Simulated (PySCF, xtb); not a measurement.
CdH3NO, SMILES [NH2][Cd][OH]. The values are those of a single conformer.

Harmonic wavenumbers (cm⁻¹) from xtb with GFN2-xTB at its own minimum, in rising order: 59, 137, 228, 351, 404, 646, 656, 671, 1492, 3277, 3338, 3614.

### Question
What does PBE0-D3(BJ)/def2-TZVP run with PySCF 2.14.0 give at its own minimum? (The exact figures need the calculation; the answer reports its results.)

### Answer
131, 147, 165, 523, 608, 642, 791, 823, 1562, 3521, 3614, 3891. Paired by order, the mean absolute difference is 140 cm⁻¹ and the zero-point energies are 21.3 and 23.5 kcal/mol.
